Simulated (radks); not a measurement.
The argon ion Ar2+, 16 electrons, occupied as [Ne] 3s2 3p4 (the NIST ground configuration). All-electron calculation, scalar-relativistic Kohn-Sham, PBE, spin-polarised, spherical densities, point nucleus; open shells are filled with parallel spins first. Program: a radial shooting solver on a logarithmic mesh with Libxc functionals. Some entries of the table are withheld. Estimate them.

orbital  occ.  eigenvalue (hartree)  <1/r> (bohr^-1)  <r^2> (bohr^2)
1s up       1             -115.8074            17.69        0.009889
1s down     1             -115.7907            17.70        0.009887
2s up       1             -12.01921            3.556          0.2032
2s down     1             -12.00439            3.555          0.2030
2p up       3              -9.55998            3.457          0.1759
2p down     3              -9.53866            3.456          0.1757
3s up       1              -1.89850            1.046           2.019
3s down     1              -1.80186            1.042           2.049
3p up       3              -1.34019           0.9298           2.485
3p down     1              -1.24883           0.9201           2.567
3d up       0                   (1)              (2)           4.686
3d down     0                   (3)              (4)           5.390
4s up       0              -0.49626           0.3826           13.65

Answer. 
(1) 3d up eigenvalue (hartree): -0.57009
(2) 3d up <1/r> (bohr^-1): 0.6522
(3) 3d down eigenvalue (hartree): -0.50218
(4) 3d down <1/r> (bohr^-1): 0.6201
